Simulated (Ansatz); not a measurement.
`[F][Ga][Br]`, charge 0, multiplicity 2.

(1) Give a relaxed structure at PBE0-D4/def2-TZVP (the Gaussian-basis code of Ansatz). (Estimate.)

Results:

(1) Computed: 
```xyz
3

F     0.422   -1.398    0.830
Ga   -0.631   -0.082    0.326
Br    0.209    1.480   -1.156
```
Point group Cs.
